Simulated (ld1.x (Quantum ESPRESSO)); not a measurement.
# What one change does to a pseudopotential (Xe, TM semilocal)

* Element: xenon
* Generator: ld1.x (Quantum ESPRESSO) 7.5
* Type: norm-conserving Troullier–Martins (semilocal form)
* Functional: PBE
* Relativity: scalar-relativistic
* Frozen core: [Kr]
* Valence charge: 18
* Reference configuration: 4d10 5s2 5p6
* Partial waves: 5s (bound): rc 1.30 bohr; 4d (bound): rc 1.15 bohr; 5p (bound): rc 2.05 bohr
* Local potential: the p channel
* Core correction: none

All-electron outer shells of the reference configuration (PBE, scalar-relativistic, ld1.x):

| shell | level (eV) | outermost node (bohr) | outermost maximum (bohr) |
| --- | --- | --- | --- |
| 4s | -197.46 | 0.36 | 0.66 |
| 4p | -141.27 | 0.36 | 0.69 |
| 4d | -59.38 | 0.34 | 0.75 |
| 5s | -19.74 | 0.85 | 1.63 |
| 5p | -8.23 | 0.92 | 1.91 |

Change: wave 5s (bound): rc 1.30 bohr becomes 5s (bound): rc 1.28 bohr.

Cutoffs: the cutoffs (Ry, on a coarse ladder) from which the occupation-weighted sum of valence levels, in a spherical-Bessel basis at the reference potential, stays within 10 and 1 mRy of its value at 400 Ry; they do not see the model core or the augmentation charge, which bear on the density cutoff. Errors are all-electron minus pseudo energies relative to the spin-unpolarised reference configuration.

Task: Predict the effect on cutoff, ghosts and configuration errors.

Result: The potential gets neither clearly harder nor softer (140 Ry and 230 Ry → 140 Ry and 230 Ry); of the 7 tests that both files solve, the error grows in 3 and shrinks in 2 by more than 15 % and 0.3 meV (median size 5.7 → 7.1 meV); neither file shows a bound ghost. A semilocal file is local in each channel, so a ghost entry of none says nothing of the separable form that plane-wave codes build from it.

| quantity | base | changed |
| --- | --- | --- |
| cutoff, loose | 140 Ry | 140 Ry |
| cutoff, tight | 230 Ry | 230 Ry |
| bound ghosts | none | none |
| error for 4d10 5s2 5p5, meV [ΔE 12.54 eV] | -0.9 | -0.7 |
| error for 4d10 5s2 5p4, meV [ΔE 34.29 eV] | +5.7 | +7.1 |
| error for 4d10 5s2 5p3, meV [ΔE 66.01 eV] | +27 | +32 |
| error for 4d10 5s2 5p2, meV [ΔE 108.33 eV] | +73 | +87 |
| error for 4d9 5s2 5p6, meV [ΔE 67.71 eV] | -75 | +33 |
| error for 4d10 5s2 5p5.5, meV [ΔE 5.17 eV] | -1.0 | -1.0 |
| error for 4d10 5s1 5p6, meV [ΔE 24.68 eV] | -0.9 | 0.0 |
| s: phases at 2.24 bohr within 0.05 rad from the reference energy up to (Ry; the scan ends near 5) | 0.9 | 0.4 |
| p: phases at 2.24 bohr within 0.05 rad from the reference energy up to (Ry; the scan ends near 5) | 4.2 | 4.2 |
| d: phases at 2.24 bohr within 0.05 rad from the reference energy up to (Ry; the scan ends near 5) | to the end of the scan | to the end of the scan |
